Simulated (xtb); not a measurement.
Br$_{4}$Hf, charge -1, doublet, from a rough starting geometry (GFN-xTB shapes and energies of metal compounds can be far from the true ones) (the multiplicity is a formal guess); GFN2-xTB (xtb).

xtb was given this input:
```
$ xtb mol.xyz --gfn 2 --chrg -1 --uhf 1 --opt vtight --json

# file mol.xyz
5

Hf    -0.04878949     0.00409073    -0.03583901
Br     1.95716927    -0.54233239    -1.42635566
Br     0.76497478     0.29691025     2.31562411
Br    -1.00101675     2.04636784    -0.80647548
Br    -1.68889164    -1.85366688    -0.10681542
```

Question: Write the output that xtb gives for this input, abridged.

Answer: 
```
   ID    Z sym.   atoms
    1   72 Hf     1
    2   35 Br     2-5

           -------------------------------------------------
          |                Calculation Setup                |
           -------------------------------------------------

           -------------------------------------------------
          |                 G F N 2 - x T B                 |
           -------------------------------------------------

          ...................................................
          :                      SETUP                      :
          :.................................................:
          :  # basis functions                  50          :
          :  # atomic orbitals                  45          :
          :  # shells                           15          :
          :  # electrons                        33          :
          :  max. iterations                   250          :
          :  Hamiltonian                  GFN2-xTB          :
          :  restarted?                      false          :
          :  GBSA solvation                  false          :
          :  PC potential                    false          :
          :  electronic temp.          300.0000000     K    :
          :  accuracy                    1.0000000          :
          :  -> integral cutoff          0.2500000E+02      :
          :  -> integral neglect         0.1000000E-07      :
          :  -> SCF convergence          0.1000000E-05 Eh   :
          :  -> wf. convergence          0.1000000E-03 e    :
          :  Broyden damping             0.4000000          :
          :  net charge                         -1          :
          :  unpaired electrons                  1          :
          ...................................................

 iter      E             dE          RMSdq      gap      omega  full diag
   1     -3.5445405 -0.354454E+01  0.467E+01    0.00       0.0  T
   2    -11.6194925 -0.807495E+01  0.312E+01    0.08       1.0  T
   3    -16.6495720 -0.503008E+01  0.165E+01    0.00       1.0  T
   4    -17.6778558 -0.102828E+01  0.125E+01    0.00       1.0  T
   5    -17.7568797 -0.790239E-01  0.115E+01    0.00       1.0  T
   6    -18.3066454 -0.549766E+00  0.238E+00    0.00       1.0  T
   7    -18.3576310 -0.509856E-01  0.135E+00    0.00       1.0  T
   8    -18.3635227 -0.589165E-02  0.643E-01    0.00       1.0  T
   9    -18.3667507 -0.322804E-02  0.413E-01    0.00       1.0  T
  10    -18.3661741  0.576609E-03  0.382E-01    0.00       1.0  T
  11    -18.3671514 -0.977312E-03  0.220E-01    0.01       1.0  T
  12    -18.3674455 -0.294063E-03  0.955E-02    0.01       1.0  T
  13    -18.3675131 -0.676370E-04  0.144E-02    0.01       3.1  T
  14    -18.3675039  0.927446E-05  0.356E-02    0.01       1.3  T
  15    -18.3675061 -0.224379E-05  0.329E-02    0.01       1.4  T
  16    -18.3675133 -0.720538E-05  0.453E-03    0.01       9.9  T
  17    -18.3675134 -0.663541E-07  0.691E-04    0.01      64.7  T
  18    -18.3675134  0.554619E-08  0.103E-03    0.01      43.3  T
  19    -18.3675134 -0.492050E-08  0.680E-04    0.01      65.8  T

   *** convergence criteria satisfied after 19 iterations ***

         :::::::::::::::::::::::::::::::::::::::::::::::::::::
         ::                     SUMMARY                     ::
         :::::::::::::::::::::::::::::::::::::::::::::::::::::
         :: total energy             -18.336901902617 Eh    ::
         :: gradient norm              0.043591968683 Eh/a0 ::
         :: HOMO-LUMO gap              0.005688953478 eV    ::
         ::.................................................::
         :: SCC energy               -18.367506161346 Eh    ::
         :: -> isotropic ES            0.119109773475 Eh    ::
         :: -> anisotropic ES         -0.004302268701 Eh    ::
         :: -> anisotropic XC         -0.029251845135 Eh    ::
         :: -> dispersion             -0.006704354372 Eh    ::
         :: repulsion energy           0.030604258729 Eh    ::
         :: add. restraining           0.000000000000 Eh    ::
         :: total charge              -1.000000000088 e     ::
         :::::::::::::::::::::::::::::::::::::::::::::::::::::

      -----------------------------------------------------------
     |                   =====================                   |
     |                        A N C O P T                        |
     |                   =====================                   |
     |               Approximate Normal Coordinate               |
     |                Rational Function Optimizer                |
      -----------------------------------------------------------
      -----------------------------------------------------------
     |                   =====================                   |
     |                        A N C O P T                        |
     |                   =====================                   |
     |               Approximate Normal Coordinate               |
     |                Rational Function Optimizer                |
      -----------------------------------------------------------

          ...................................................
          :                      SETUP                      :
          :.................................................:
          :   optimization level         verytight          :
          :   max. optcycles                   200          :
          :   ANC micro-cycles                  20          :
          :   degrees of freedom                 9          :
          :.................................................:
          :   RF solver                   davidson          :
          :   write xtbopt.log                true          :
          :   linear?                        false          :
          :   energy convergence         0.1000000E-06 Eh   :
          :   grad. convergence          0.2000000E-03 Eh/α :
[...]
 * total energy  :   -18.3369019 Eh     change       -0.3389147E-08 Eh
 * total energy  :   -18.3378922 Eh     change       -0.9902697E-03 Eh
 * total energy  :   -18.3402138 Eh     change       -0.2321653E-02 Eh
 * total energy  :   -18.3402677 Eh     change       -0.5389195E-04 Eh
 * total energy  :   -18.3411220 Eh     change       -0.8543269E-03 Eh
 * total energy  :   -18.3411283 Eh     change       -0.6295004E-05 Eh
 * total energy  :   -18.3412025 Eh     change       -0.7417583E-04 Eh
 * total energy  :   -18.3411758 Eh     change        0.2672033E-04 Eh
 * total energy  :   -18.3412019 Eh     change       -0.2609940E-04 Eh
 * total energy  :   -18.3412043 Eh     change       -0.2423571E-05 Eh
 * total energy  :   -18.3412051 Eh     change       -0.7846054E-06 Eh
 * total energy  :   -18.3412051 Eh     change       -0.7062688E-09 Eh
   *** GEOMETRY OPTIMIZATION CONVERGED AFTER 12 ITERATIONS ***
[...]

 iter      E             dE          RMSdq      gap      omega  full diag
   1    -18.3604101 -0.183604E+02  0.268E-04    0.00       0.0  T
   2    -18.3604101 -0.301494E-09  0.190E-04    0.00     235.9  T
   3    -18.3604101 -0.382620E-09  0.831E-05    0.00     538.5  T

   *** convergence criteria satisfied after 3 iterations ***

         :::::::::::::::::::::::::::::::::::::::::::::::::::::
         ::                     SUMMARY                     ::
         :::::::::::::::::::::::::::::::::::::::::::::::::::::
         :: total energy             -18.341205106330 Eh    ::
         :: gradient norm              0.000009251066 Eh/a0 ::
         :: HOMO-LUMO gap              0.000005506676 eV    ::
         ::.................................................::
         :: SCC energy               -18.360401644501 Eh    ::
         :: -> isotropic ES            0.117623191007 Eh    ::
         :: -> anisotropic ES         -0.004101563444 Eh    ::
         :: -> anisotropic XC         -0.028444260324 Eh    ::
         :: -> dispersion             -0.006519367488 Eh    ::
         :: repulsion energy           0.019196538171 Eh    ::
         :: add. restraining           0.000000000000 Eh    ::
         :: total charge              -1.000000000000 e     ::
         :::::::::::::::::::::::::::::::::::::::::::::::::::::

           -------------------------------------------------
          |                Property Printout                |
           -------------------------------------------------

    * Orbital Energies and Occupations

         #    Occupation            Energy/Eh            Energy/eV
      -------------------------------------------------------------
         1        2.0000           -0.7296448             -19.8546
       ...           ...                  ...                  ...
         5        2.0000           -0.4256633             -11.5829
         6        2.0000           -0.3184662              -8.6659
         7        2.0000           -0.3184658              -8.6659
         8        2.0000           -0.3184657              -8.6659
         9        2.0000           -0.2925910              -7.9618
        10        2.0000           -0.2925905              -7.9618
        11        2.0000           -0.2925901              -7.9618
        12        2.0000           -0.2921802              -7.9506
        13        2.0000           -0.2921800              -7.9506
        14        2.0000           -0.2906595              -7.9092
        15        2.0000           -0.2906585              -7.9092
        16        2.0000           -0.2906574              -7.9092
        17        0.4991           -0.1761973              -4.7946 (HOMO)
        18        0.4990           -0.1761971              -4.7946 (LUMO)
        19        0.0006           -0.1692218              -4.6048
        20        0.0006           -0.1692214              -4.6047
        21        0.0006           -0.1692205              -4.6047
        22                          0.0295490               0.8041
        23                          0.1799813               4.8975
        24                          0.1799821               4.8976
        25                          0.1799824               4.8976
        26                          0.1823261               4.9613
        27                          0.1823272               4.9614
        28                          0.1823284               4.9614
       ...                                ...                  ...
        45                          1.3466968              36.6455
      -------------------------------------------------------------
                  HL-Gap            0.0000002 Eh            0.0000 eV
             Fermi-level           -0.2048141 Eh           -5.5733 eV

     #   Z          covCN         q      C6AA      α(0)
     1  72 Hf       3.012     0.690   151.351    26.484
     2  35 Br       0.753    -0.422   196.437    22.596
     3  35 Br       0.753    -0.422   196.437    22.596
     4  35 Br       0.753    -0.422   196.436    22.596
     5  35 Br       0.753    -0.422   196.436    22.596

 Mol. C6AA /au·bohr⁶  :       4622.642057
 Mol. C8AA /au·bohr⁸  :     379452.957006
 Mol. α(0) /au        :        116.866628

Wiberg/Mayer (AO) data.
largest (>0.10) Wiberg bond orders for each atom

 ---------------------------------------------------------------------------
     #   Z sym  total        # sym  WBO       # sym  WBO       # sym  WBO
 ---------------------------------------------------------------------------
     1  72 Hf   3.093 --     5 Br   0.773     4 Br   0.773     2 Br   0.773
                             3 Br   0.773
     2  35 Br   0.948 --     1 Hf   0.773
     3  35 Br   0.948 --     1 Hf   0.773
     4  35 Br   0.948 --     1 Hf   0.773
     5  35 Br   0.948 --     1 Hf   0.773
 ---------------------------------------------------------------------------

Topologies differ in total number of bonds
Writing topology from bond orders to xtbtopo.mol

molecular dipole:
                 x           y           z       tot (Debye)
 q only:        0.006       0.018       0.023
   full:        0.006       0.018       0.023       0.076
molecular quadrupole (traceless):
                xx          xy          yy          xz          yz          zz
 q only:        0.000      -0.000       0.001      -0.000      -0.000      -0.001
  q+dip:       -0.000      -0.000       0.001      -0.000       0.001      -0.001
   full:       -0.000      -0.000       0.001      -0.000       0.001      -0.001

optimized geometry written to: xtbopt.xyz

           -------------------------------------------------
          | TOTAL ENERGY              -18.341205106330 Eh   |
          | GRADIENT NORM               0.000009251066 Eh/α |
          | HOMO-LUMO GAP               0.000005506676 eV   |
           -------------------------------------------------

normal termination of xtb
```
